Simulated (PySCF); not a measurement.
Ionisation of H4K2N2

Molecule: (H4K2N2). Coordinates in Å; atoms count from 1 in this order:
```
K     0.1433   -0.0905    1.7950
N     0.2170   -1.9187   -0.1197
K    -0.1692    0.0920   -1.8025
N    -0.2142    1.9229    0.1069
H     1.0974   -2.4610   -0.2255
H    -0.4793   -2.6896   -0.1035
H     0.5026    2.6749    0.0860
H    -1.0790    2.4890    0.2154
```

These are calculated values, ωB97X-D3(BJ)/ma-def2-SVP in PySCF (grid level 2) at geometries from BP86-D3(BJ)/def2-SVP. Thermal corrections: GFN2-xTB frequencies, unscaled, ideal gas at 298.15 K and 1 bar, quasi-RRHO entropy. These were taken at the GFN2-xTB minima.

Frontier levels of the parent: HOMO -6.59 eV, LUMO 0.11 eV.

Oxidation to the radical cation:
- Vertical ionisation energy (electronic): 6.50 eV
- Adiabatic ionisation energy (with zero-point energy): 6.51 eV
- Adiabatic, electronic part: 6.51 eV
- Vertical gap at the product's structure: 6.39 eV
- ⟨S²⟩ of the product: 0.773
- Distances that move most (Å): K1–K3 3.616 → 3.863; K3–N4 2.646 → 2.730; N2–K3 2.650 → 2.732; K1–N4 2.652 → 2.732
- Potential in DMF: 5.07 V absolute (solvation -31 → -167 kJ/mol)
- Potential in dichloromethane: 5.17 V absolute (solvation -26 → -152 kJ/mol)

Solvents are IEF-PCM continua (electrostatics only, gas-phase structures); absolute potentials refer to an electron at rest in vacuum.

Note: ma-def2-SVP is a small basis, whose errors can reach tens of kJ/mol; spin-orbit coupling is left out of the energies, which matters for open shells on the heavier atoms.

Hardware: 1 thread of Arm Neoverse V1, shared with other jobs. Command: `OMP_NUM_THREADS=1 python redox_run.py task.json out`. Structures, frequencies and single points: 2.2 min.
